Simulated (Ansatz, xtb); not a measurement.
Relative energy of two isomers of C4H7FSi2

We compare a, `C=C[Si@H](F)C#C[SiH3]`, a singlet, with b, `C=C[SiH2]C#C[SiH2]F`, a singlet. Both are isolated molecules in the gas phase, relaxed with PBE-D3(BJ)/def2-SVP; the shapes shown needn't be the lowest conformers.

a (Å):

```csv
atom,x (Å),y (Å),z (Å)
C,-1.7839,3.8242,-1.4599
C,-0.9998,2.8350,-1.9355
C,0.7136,0.6204,-0.7590
C,0.7332,-0.5877,-0.4924
F,1.8649,2.7389,-2.1880
Si,0.6340,2.4134,-1.1497
Si,0.7701,-2.3848,-0.0976
H,-2.7586,4.0730,-1.9142
H,-1.4868,4.4331,-0.5877
H,-1.3434,2.2517,-2.8094
H,0.8469,3.2313,0.0868
H,0.4461,-3.1749,-1.3331
H,2.1370,-2.7618,0.3973
H,-0.2482,-2.6791,0.9668
```

b (Å):

```xyz
14

C    -2.7229    2.2128   -2.4563
C    -1.4584    1.7624   -2.5778
C     0.4918    0.3862   -0.6677
C     1.4146    0.5880    0.1318
F     4.0528    1.5310    0.5539
Si   -0.8852    0.1230   -1.8717
Si    2.7693    0.8721    1.3302
H    -3.4975    1.6379   -1.9192
H    -3.0446    3.1774   -2.8861
H    -0.7226    2.3835   -3.1218
H    -2.0297   -0.5412   -1.1583
H    -0.3650   -0.7880   -2.9501
H     3.2005   -0.4346    1.9213
H     2.3175    1.8356    2.3841
```

Q: Which of the two would you expect CCSD(T)/def2-SVP + ΔMP2/def2-TZVPP electronic energies to favour?

A: Too close to call at this level: CCSD(T)/def2-SVP + ΔMP2/def2-TZVPP gives E(b) − E(a) = +0.076 eV.

The same difference at several levels:

```tsv
level	geometry	E(b) − E(a) (eV)	departure from the last row (eV)	job, with rough time for the two
PBE-D3(BJ)/def2-SVP	PBE-D3(BJ)/def2-SVP	+0.125	+0.050	optimisation, 44 s
HF/def2-SVP	PBE-D3(BJ)/def2-SVP	+0.096	+0.020	part of the CCSD(T) run
MP2/def2-SVP	PBE-D3(BJ)/def2-SVP	+0.100	+0.025	part of the CCSD(T) run
CCSD(T)/def2-SVP	PBE-D3(BJ)/def2-SVP	+0.103	+0.027	single point
CCSD(T)/def2-SVP + ΔMP2/def2-TZVPP	PBE-D3(BJ)/def2-SVP	+0.076		single point, 68 s
```

As drawn, both hold the same kinds of bond in the same numbers.

The largest departure from CCSD(T)/def2-SVP + ΔMP2/def2-TZVPP is that of PBE-D3(BJ)/def2-SVP, 0.050 eV. A small imaginary or near-zero mode remains, so no thermal terms are given. Levels run at GFN2-xTB geometries aren't shown. The last row adds to CCSD(T) the change of the MP2 difference between the two basis sets, here −0.027 eV.

The correlated steps freeze 15 core orbitals. Run with Ansatz 0.2.0, xtb 6.7.1; the last row on 4 threads of Arm Neoverse V1 on a shared host.
